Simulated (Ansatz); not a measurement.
Consider the ligand exchange at a Ga–C bond: `[CH3][Ga]([CH3])[C]#N` + H–F → `[CH3][Ga]([CH3])[F]` + `C#N`.

Gas-phase electronic energies from Ansatz, PBE0-D4/def2-TZVP geometries. CCSD(T)/CBS adds triple-zeta CCSD(T) − MP2 to the extrapolated MP2 energy (def2 sets, frozen cores). This one scheme is used for every species. DFT in def2-TZVPP. For Ga outer-core shells are correlated without core-valence functions, which leaves a few kJ/mol of doubt a bond. Scalar relativity is left out up to krypton.

| level | ΔE (kJ/mol) |
| --- | --- |
| ωB97X-V | -51.7 |
| BLYP | -63.9 |

**Question.** What does CCSD(T)/CBS give? (An estimate is asked.)

**Answer.** Ansatz gave: -42.5 kJ/mol. The listed levels differ from it by -9.2, -21.4 kJ/mol.

Largest T1 diagnostic among the species: 0.014.

From BLYP to BHLYP (50 % exact exchange), in def2-TZVPP and without D4, ΔE moves by +9.2 kJ/mol. In def2-TZVPP, CCSD(T) changes the Hartree–Fock value by +9.9 kJ/mol (the triples alone add +1.2 kJ/mol) and MP2 by +12.2 kJ/mol.
